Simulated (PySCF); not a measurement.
Gas-phase equilibrium of 1 mol HCl, 1.3 mol O₂ at 1200 K and 0.100 bar, among 14 species (ClO, O₂, HCl, O, HO₂, H₂O, H, HOCl, H₂O₂, O₃, H₂, Cl, Cl₂, OH). Only gases are allowed; each row takes one source of thermochemistry for all species, and Cantera finds the minimum.

Method: PySCF energies plus ideal-gas RRHO corrections (1 bar). 'Table' is the NASA 1993 thermochemical table (part measured, part estimated). † marks an energy on the PBE0/def2-TZVP geometry and frequencies; other levels use their own. 6-31G* has spherical d functions here. Open shells (unrestricted) among the columns below: ClO (multiplicity 2, electronic degeneracy 4), O₂ (multiplicity 3), Cl (multiplicity 2, electronic degeneracy 6); the rest are closed-shell singlets. Spin-orbit splitting is ignored; it lowers the true energy and changes the entropy of ClO, Cl. B3LYP is the form with VWN-RPA correlation. The harmonic model lacks anharmonicity and excited electronic states, which grow with temperature; levels with a mode under 35 cm⁻¹ are left out. The table's entry may be an old estimate for ClO, HOCl (not checked at source).

Molecules larger than those listed are left out.

With table thermochemistry: O₂ 0.55, HCl 0.34, H₂O 0.054, Cl₂ 0.052, Cl 0.0034, ClO 3.1e-5, HOCl 1.8e-5.

Problem. How far does the composition move with the other sources (B3LYP/6-31G*, BLYP/def2-TZVP†, M06-2X/def2-TZVP†, r2SCAN/def2-TZVP†, ωB97M-V/def2-TZVP†, ωB97X-V/def2-TZVP†)?

Solution. 
```tsv
thermochemistry	x O₂	x HCl	x H₂O	x Cl₂	x Cl	x ClO	x HOCl
table	0.55	0.34	0.054	0.052	0.0034	3.1e-5	1.8e-5
B3LYP/6-31G*	0.56	0.42	0.0067	0.0030	0.0072	3.5e-6	2.5e-6
BLYP/def2-TZVP†	0.56	0.40	0.019	0.018	0.0030	4.5e-5	6.9e-6
M06-2X/def2-TZVP†	0.55	0.36	0.044	0.042	0.0030	1.2e-5	2.0e-5
r2SCAN/def2-TZVP†	0.56	0.41	0.014	0.013	0.0018	1.7e-5	3.3e-6
ωB97M-V/def2-TZVP†	0.56	0.38	0.031	0.030	0.0021	1.7e-5	1.4e-5
ωB97X-V/def2-TZVP†	0.56	0.40	0.017	0.016	0.0023	1.0e-5	5.8e-6
```
The most sensitive of these is Cl₂: it spans a factor of 10^1.2 over these rows; at this temperature one factor of ten is RT ln 10 = 23 kJ/mol.
